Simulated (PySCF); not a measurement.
Te(OH)(NMe2) (C₂H₇NOTe), SMILES CN(C)[Te]O. Atoms are numbered in the order given.

```xyz
12

Te     0.6133     0.3406     0.2756
O     -0.5400     1.9653    -0.0158
H     -1.0758     2.0735     0.7803
N     -0.5443    -1.1682    -0.3641
C     -1.6412    -1.6284     0.4554
C     -0.7619    -1.3421    -1.7828
H     -2.5814    -1.0690     0.2747
H     -1.8460    -2.6929     0.2400
H     -1.3875    -1.5411     1.5208
H     -0.9604    -2.4074    -2.0000
H     -1.6232    -0.7569    -2.1611
H      0.1300    -1.0386    -2.3473
```

The structure is a stationary point at PBE0-D3(BJ)/def2-SVP. The structure was generated by enumeration, and PubChem lists no compound with its InChIKey, so it may never have been made. The def2 effective core potentials stand for the cores of Te; spin–orbit coupling is left out. The values are those of a single conformer.

Method: PBE/def2-TZVP in PySCF.

ESP charges are fitted to the potential on shells at 1.4 to 2.0 van der Waals radii. Atomic charges (e):

```json
[
 {"atom": "Te1", "ESP fit": "0.09", "Mulliken": "…", "Löwdin": "0.48"},
 {"atom": "O2", "ESP fit": "-0.48", "Mulliken": "…", "Löwdin": "-0.39"},
 {"atom": "H3", "ESP fit": "0.35", "Mulliken": "0.31", "Löwdin": "0.13"},
 {"atom": "N4", "ESP fit": "0.02", "Mulliken": "…", "Löwdin": "-0.16"},
 {"atom": "C5", "ESP fit": "-0.34", "Mulliken": "-0.29", "Löwdin": "-0.38"},
 {"atom": "C6", "ESP fit": "-0.34", "Mulliken": "-0.26", "Löwdin": "-0.37"},
 {"atom": "H7", "ESP fit": "0.13", "Mulliken": "0.12", "Löwdin": "0.11"},
 {"atom": "H8", "ESP fit": "0.13", "Mulliken": "0.12", "Löwdin": "0.12"},
 {"atom": "H9", "ESP fit": "0.08", "Mulliken": "0.13", "Löwdin": "0.12"},
 {"atom": "H10", "ESP fit": "0.11", "Mulliken": "0.12", "Löwdin": "0.12"},
 {"atom": "H11", "ESP fit": "0.13", "Mulliken": "0.12", "Löwdin": "0.11"},
 {"atom": "H12", "ESP fit": "0.12", "Mulliken": "0.14", "Löwdin": "0.12"}
]
```

Q: Fill in the missing entries. (The exact figures need the calculation; the answer reports its results.)

A: 
- Te1, Mulliken: 0.29
- O2, Mulliken: -0.55
- N4, Mulliken: -0.24

Computed Mayer and Wiberg (Löwdin basis) orders of the bonds:
```json
[
 {"bond": "Te1–O2", "Mayer": "0.96", "Wiberg": "1.38"},
 {"bond": "O2–H3", "Mayer": "0.90", "Wiberg": "1.10"},
 {"bond": "Te1–N4", "Mayer": "1.15", "Wiberg": "1.40"},
 {"bond": "N4–C5", "Mayer": "0.98", "Wiberg": "1.40"},
 {"bond": "N4–C6", "Mayer": "0.97", "Wiberg": "1.39"},
 {"bond": "C5–H7", "Mayer": "0.96", "Wiberg": "0.92"},
 {"bond": "C5–H8", "Mayer": "0.95", "Wiberg": "0.91"},
 {"bond": "C5–H9", "Mayer": "0.96", "Wiberg": "0.91"},
 {"bond": "C6–H10", "Mayer": "0.95", "Wiberg": "0.91"},
 {"bond": "C6–H11", "Mayer": "0.96", "Wiberg": "0.92"},
 {"bond": "C6–H12", "Mayer": "0.96", "Wiberg": "0.91"}
]
```
